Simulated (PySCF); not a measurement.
Al(Me)2(H) anion (C2H7Al), SMILES [CH3][AlH][CH3] (connectivity only; charge and spin as stated), charge -1, multiplicity 2. Coordinates come from a PBE-D3(BJ)/def2-SVPD optimisation. The multiplicity is an assumed one; other spin states were not compared. The isomer is the one that the SMILES or the coordinates give; other isomers of the formula were not compared.

The numbers are results of PBE-D3(BJ)/def2-SVPD in PySCF 2.14.0, not measurements.

Harmonic wavenumbers (cm⁻¹): 116, 126, 147, 400, 442, 500, 512, 565, 661, 682, 692, 1099, 1101, 1357, 1361, 1363, 1371, 1606, 2889, 2891, 2977, 2978, 3007, 3007. Rotational constants (GHz): 16.08, 5.224, 4.262; symmetry number 1.

Work out the zero-point energy and the ideal-gas rigid-rotor harmonic-oscillator thermochemistry at 298.15 K and 1 atm.

ZPE = ½ Σ hcν = ½ × 31850 cm⁻¹ = 45.53 kcal/mol. H − E(el) = 50.22 kcal/mol. Entropy in cal/(mol K): translation 38.10, rotation 24.31, vibration 13.69, spin 1.38, total 77.47. G − E(el) = 27.12 kcal/mol. Cp = 23.85 cal/(mol K). Modes under 150 cm⁻¹ make the vibrational entropy uncertain.
